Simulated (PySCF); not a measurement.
Ge(OMe)(SiH3) (CH6GeOSi), SMILES C[O][Ge][SiH3] (connectivity only; charge and spin as stated), neutral, multiplicity 1. Atoms are numbered in the order given.

```xyz
10

Ge     0.9456     0.1552     0.0000
O     -0.2085     1.5236     0.0000
C     -1.6126     1.5990     0.0000
H     -2.0967     0.6051     0.0000
H     -1.9560     2.1509    -0.8922
H     -1.9560     2.1509     0.8922
Si    -0.6995    -1.7845     0.0000
H     -1.5915    -1.8023     1.2059
H     -1.5915    -1.8023    -1.2059
H      0.0699    -3.0696     0.0000
```
Charge 0, spin multiplicity 1.

Geometry optimised at B3LYP-D3(BJ)/def2-SVP. The structure was generated by enumeration; whether it is a known compound was not checked. One conformer was computed; it need not be the lowest.

Two levels are set side by side: PBE/pcSseg-1 (PySCF) and HF/pcSseg-1 (PySCF). GIAO shifts against GeH4 (⁷³Ge), H2O (¹⁷O), TMS (²⁹Si), TMS (¹H), TMS (¹³C) at the same level; non-relativistic, no solvent, atoms listed together averaged. Differences are taken from unrounded values.

| quantity | HF | PBE | PBE minus HF |
|---|---|---|---|
| δ(⁷³Ge) of Ge1 (ppm) | 1568.7 | 1596.5 | 27.8 |
| δ(¹⁷O) of O2 (ppm) | 238.4 | 402.9 | 164.6 |
| δ(¹³C) of C3 (ppm) | 64.0 | 77.9 | 13.9 |
| δ(²⁹Si) of Si7 (ppm) | -102.8 | -117.8 | -15.0 |

Rough cost on one machine, each run with all the roots and properties that it gave: HF against PBE within a factor of 2.
